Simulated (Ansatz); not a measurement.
Predict a relaxed structure of InH2(SMe) (CH₅InS), charge 0, singlet, at B3LYP-D4/def2-TZVP (Ansatz).


```xyz
8

In   -0.250    0.411    1.815
H    -1.896    0.355    1.308
H     0.426    0.736    3.359
S     1.318   -0.057    0.064
C     0.253   -0.319   -1.409
H    -0.803   -0.346   -1.147
H     0.528   -1.267   -1.869
H     0.424    0.486   -2.121
```
 This is one stationary point.

In the def2 sets In takes a core potential; there is no spin–orbit coupling.
